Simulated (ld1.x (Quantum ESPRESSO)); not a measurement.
## S (Z = 16), TM: configuration errors across variants

```json
{"Element": "sulfur", "Generator": "ld1.x (Quantum ESPRESSO) 7.5", "Type": "norm-conserving Troullier–Martins (Kleinman–Bylander form)", "Functional": "PBE", "Relativity": "non-relativistic", "Frozen core": "[Ne]", "Valence charge": "6", "Reference configuration": "3s2 3p4", "Partial waves": "3p (bound): rc 1.55 bohr; 3s (bound): rc 1.45 bohr", "Local potential": "the s channel", "Core correction": "none"}
```

All-electron excitation energies from the reference (eV): (1) 3s2 3p3 11.782; (2) 3s2 3p2 34.078; (3) 3s2 3p1 68.128; (4) 3s1 3p5 10.183; (5) 3s0 3p6 20.480; (6) 3s2 3p4.3 -1.713; (7) 3s2 3p3.5 4.667.

3 further variants failed, have other tests or another functional or relativity, and are left out.

Errors AE − PS in meV (a dash: test not solved or not reliable):

```tsv
change	(1)	(2)	(3)	(4)	(5)	(6)	(7)	bound ghosts
base	+2.7	+19	+67	+0.1	-1.7	+0.1	+0.5	none
wave 3s (bound): rc 1.45 bohr becomes 3s (bound): rc 1.02 bohr	+5.5	+37	+130	+19	+122	+0.2	+1.0	none
wave 3p (bound): rc 1.55 bohr becomes 3p (bound): rc 2.08 bohr	+2.6	+16	+54	+1.8	+5.5	+0.1	+0.5	none
type ultrasoft; waves now 3s (bound): rcut 1.25, rcutus 1.45 bohr; 3s channel at 3.25 Ry: rcut 1.25, rcutus 1.45 bohr; 3p (bound): rcut 1.35, rcutus 1.55 bohr; 3p channel at 0.3 Ry: rcut 1.35, rcutus 1.55 bohr; local potential all-electron potential smoothed inside 1.40 bohr (lloc = -1); augmentation PSQ, inside the norm-conserving radii	-0.4	-0.3	+8.3	+2.9	+13	0.0	-0.1	none
all radii scaled by about 1.24 (s 1.80, p 1.92 bohr)	+5.6	+34	+106	+3.0	+6.1	+0.2	+1.1	none
local potential the p channel	+2.2	+16	+62	0.0	-2.1	+0.1	+0.4	none
all radii scaled by about 1.41 (s 2.04, p 2.18 bohr)	+10	+56	+159	+4.0	+15	+0.5	+2.1	none
local potential all-electron potential smoothed inside 1.10 bohr (lloc = -1)	+4.1	+28	+98	+0.3	-1.2	+0.1	+0.7	none
wave 3s (bound): rc 1.45 bohr becomes 3s (bound): rc 2.00 bohr	+11	+60	+179	+3.4	+16	+0.5	+2.1	none
```

**Question.** Give the same row for: core correction a·sin(br)/r model core inside 1.04 bohr.

**Answer.** +3.8, +24, +80, -0.7, -2.8, +0.2, +0.7; bound ghosts: none.
